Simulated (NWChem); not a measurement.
Molecule: C$_{3}$H$_{3}$O$_{3}$, doublet; SMILES C1(=O)O[CH]CO1

```xyz
9

O     -0.0322    -1.9978    -0.0009
C     -0.0124    -0.8154    -0.0037
O      1.1254    -0.0583     0.0131
C      0.7964     1.2593    -0.0796
C     -0.6877     1.3562     0.0259
O     -1.0825    -0.0047    -0.0232
H      1.5429     1.9733     0.2650
H     -1.0432     1.8072     0.9732
H     -1.1638     1.9047    -0.8057
```
Atoms are numbered in this order, from 1.

Program: NWChem. Pople sets run with spherical d functions. Spin-unrestricted. Structure relaxed at the PBE0/def2-SVP, spin-unrestricted level. Not confirmed as a minimum by frequencies. No stability test was run on the SCF state. Level B3LYP/6-31G*: energy and gradient on several grids; changes count from the extra-fine grid, which is no exact limit either.

```csv
grid,size of the energy change (μHa),largest change of a gradient component (μHa/bohr),"time, medium = 1 (rough)"
xcoarse,100,8000,about 1
coarse,< 10,200,about 1
medium,< 10,< 30,about 1
fine,< 10,< 30,about 1
xfine,< 10,< 30,3
```
